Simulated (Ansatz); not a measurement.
(H2In-mu-OH)2 (In2O2H6). Charge 0, multiplicity 1. Geometry PBE0-D4/def2-SVP; atoms count from 1.

```xyz
10

In    1.0058   -0.9311    0.9797
H     1.6226   -0.1147    2.3536
H     1.1651   -2.5218    0.3300
O     1.1154    0.4659   -0.6879
In   -0.9392    1.1877   -0.7388
H    -0.9568    2.6953    0.0745
H    -1.6682    0.5647   -2.1734
O    -1.0866   -0.3557    0.7912
H     1.4334    0.0870   -1.5150
H    -1.6915   -1.0773    0.5862
```

In the def2 sets In takes a core potential; there is no spin–orbit coupling.

Q: Estimate the Mulliken populations from the PBE0/def2-TZVP orbitals of Ansatz.

A: 
```json
{"atom": "In1", "charge (e)": "0.64"}
{"atom": "H2", "charge (e)": "-0.10"}
{"atom": "H3", "charge (e)": "-0.11"}
{"atom": "O4", "charge (e)": "-0.76"}
{"atom": "In5", "charge (e)": "0.64"}
{"atom": "H6", "charge (e)": "-0.10"}
{"atom": "H7", "charge (e)": "-0.11"}
{"atom": "O8", "charge (e)": "-0.76"}
{"atom": "H9", "charge (e)": "0.33"}
{"atom": "H10", "charge (e)": "0.33"}
```
Mulliken values and Mayer orders depend strongly on the basis.

Q: And the Mayer bond orders between bonded heavy atoms (over 0.3)?

A: In1–O4 0.45 (2.18 Å); In1–O8 0.45 (2.18 Å); O4–In5 0.45 (2.18 Å); In5–O8 0.45 (2.18 Å).
